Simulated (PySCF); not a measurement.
Mg(H)(iPr) (C₃H₈Mg), SMILES C[CH](C)[MgH].

Geometry optimised at ωB97X-D3(BJ)/def2-SVP.

The numbers are results of PBE/def2-TZVP (PySCF), not measurements.

Symmetry labels are those of the subgroup Cs that the program uses (full group Cs).

Computed valence orbital energies around the gap with their symmetry:
```
orbital  symmetry  energy (eV)
-------  --------  -----------
HOMO−7         A'       -10.51
HOMO−6         A'       -10.13
HOMO−5         A"        -9.41
HOMO−4         A"        -8.91
HOMO−3         A"        -7.81
HOMO−2         A'        -7.66
HOMO−1         A'        -6.72
HOMO           A'        -4.98
LUMO           A'        -1.03
LUMO+1         A'        -0.96
LUMO+2         A"        -0.93
LUMO+3         A'         0.95
```
